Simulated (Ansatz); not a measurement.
The same path of F4H2SZr (8 atoms, charge 0, multiplicity 1) was run twice with different band settings. Lost on the way: S6–H8. Made: F2–H8.

These are results of Ansatz, RHF/def2-SVP, not measurements.

Relaxed end points:

```xyz
8
Properties=species:S:1:pos:R:3
Zr 0.082 0.011 -0.079
F 0.282 -0.387 1.782
F 1.882 -0.004 -0.689
F -0.455 1.807 -0.451
F -0.700 -1.385 -1.129
S -2.864 -0.031 0.821
H -2.952 -1.314 1.181
H -2.745 0.430 2.069
```

```xyz
8
Properties=species:S:1:pos:R:3
Zr -0.721 -0.082 -0.130
F -0.478 0.999 2.048
F 0.913 -0.658 0.711
F -0.694 1.733 -0.702
F -0.747 -1.069 -1.749
S -2.826 -0.863 0.949
H -3.200 -1.639 -0.076
H 0.284 0.706 2.454
```

Common settings: climbing image yes; spring 5.0 eV/Å²; optimiser quadratic models (default); start path through a guess of the saddle point; force threshold 0.05 eV/Å; iteration limit 60; end points relaxed.

| run | movable images |
| --- | --- |
| 1 | 7 |
| 2 | 2 |

Question: What does each run give, and how far can it be trusted?

Answer: Run 1: converged after 47 iterations, highest image 1.503 eV above the first end. The profile has 2 maxima (images 4, 6) with wells between them (image 5): this band takes more than one step, which may be the mechanism or a detour left from its start path. A vibrational analysis at the climbing image gives one clearly imaginary mode, 1333i cm⁻¹: a first-order saddle point.
Run 2: converged after 26 iterations, highest image 1.504 eV above the first end. Neighbouring images differ by up to 1.3 eV, so the band resolves the path poorly. Another band between the same ends (7 images) ends at a top of the same energy, where a vibrational analysis finds 1 clearly imaginary mode. So few images can step over the top or miss a turn of the path.
The orbitals stay closed-shell, which can raise the energy where a bond breaks towards radicals; this wasn't checked here.
